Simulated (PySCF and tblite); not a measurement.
Conformers and averaged properties: 3-acetyl-1-fluorobenzene, C8H7FO, numbered as in [CH3:1][C:2](=[O:3])[c:4]1[cH:5][cH:6][cH:7][c:8]([F:9])[cH:10]1

Search: ETKDG and KDG, MMFF94s, GFN2-xTB, 90 starts; geometries at PBE0-D3(BJ)/def2-SVP. Energies: PBE0-D3(BJ)/def2-SVPD (IEF-PCM, chloroform), with GFN2-xTB thermal terms (modes under about 100 cm⁻¹ blended into free rotors). Symmetry numbers and mirror images are counted. Conformers within 3 kcal/mol (GFN2-xTB free energy) were kept, 8 at most. GIAO shieldings: PBE0/pcSseg-1 (IEF-PCM, chloroform). Couplings: B3LYP/pcSseg-1 with pcJ-1 on H, F (gas phase; spin-dipole term only for pairs with B, N, F, Si or P). Couplings are for ¹⁹F, ¹H. Shifts are against TMS (¹H), TMS (¹³C), CFCl3 (¹⁹F) at the same level. Programs: PySCF with density fitting and tblite.

Torsions listed: O3–C2–C4–C5.

| conformer | shape | symmetry | E(GFN2) kcal/mol | E(DFT) kcal/mol | G(298.15 K) kcal/mol | weight % | dipole D |
| --- | --- | --- | --- | --- | --- | --- | --- |
| 1 | 179° | Cs | 0.32 | 0.00 | 0.00 | 56.1 | 4.96 |
| 2 | 1° | Cs | 0.00 | 0.14 | 0.14 | 43.9 | 2.22 |

Weights (%) against temperature:

| T (K) | 1 | 2 | S(mix) cal/mol/K |
| --- | --- | --- | --- |
| 220 | 57.9 | 42.1 | 1.35 |
| 260 | 56.8 | 43.2 | 1.36 |
| 298.15 | 56.1 | 43.9 | 1.36 |
| 340 | 55.4 | 44.6 | 1.37 |
| 380 | 54.9 | 45.1 | 1.37 |

Averaged shifts at 298.15 K. ¹H: 8.06 (H5, 1H), 7.93 (H10, 1H), 7.78 (H6, 1H), 7.55 (H7, 1H), 2.71 (H1, 3H) ppm. ¹³C: 202.2 (C2), 170.9 (C8), 142.4 (C4), 137.0 (C6), 130.9 (C5), 127.6 (C7), 121.4 (C10), 29.2 (C1) ppm. ¹⁹F: -113.2 (F9) ppm.

Averaged couplings (Hz): ⁴J(H6,F9) 4.8, ³J(H7,F9) 8.2, ³J(F9,H10) 9.5, ²J(H1,H1) -15.8, ³J(H5,H6) 8.7, ⁴J(H5,H7) 0.5, ⁴J(H5,H10) 1.1, ³J(H6,H7) 9.2, ⁴J(H7,H10) 2.4. Computed couplings to fluorine can be off by tens of per cent at such levels.

Coordinates of conformer 1 (Å):

```xyz
17

C     2.655   -0.353    0.534
C     1.726    0.231   -0.499
O     2.155    0.773   -1.493
C     0.246    0.119   -0.275
C    -0.308   -0.515    0.843
C    -1.692   -0.589    0.989
C    -2.533   -0.035    0.028
C    -1.967    0.592   -1.079
F    -2.772    1.120   -1.999
C    -0.595    0.677   -1.245
H     2.475    0.090    1.526
H     2.499   -1.439    0.626
H     3.689   -0.158    0.226
H     0.336   -0.957    1.606
H    -2.124   -1.085    1.861
H    -3.620   -0.079    0.118
H    -0.158    1.169   -2.116
```

Coordinates of conformer 2 (Å):

```xyz
17

C     2.685   -0.428   -0.048
C     1.660    0.615   -0.411
O     1.987    1.677   -0.891
C     0.211    0.308   -0.168
C    -0.735    1.276   -0.527
C    -2.090    1.039   -0.323
C    -2.520   -0.162    0.240
C    -1.571   -1.114    0.593
F    -1.972   -2.264    1.132
C    -0.213   -0.900    0.398
H     3.683   -0.041   -0.284
H     2.632   -0.677    1.023
H     2.511   -1.359   -0.610
H    -0.372    2.207   -0.966
H    -2.826    1.796   -0.604
H    -3.577   -0.373    0.412
H     0.485   -1.684    0.693
```

Unscaled ¹⁹F shifts at such levels can be off by tens of ppm; differences between conformers or isomers are more reliable. Shifts are unscaled: against experiment ¹³C can be off by 15 ppm or more and ¹H by 0.8 ppm.

Search and properties took 4.2 min on 1 thread of Arm Neoverse V2, on a host shared with other jobs (rough), launched as `OMP_NUM_THREADS=1 python ens_run.py task.json out`.
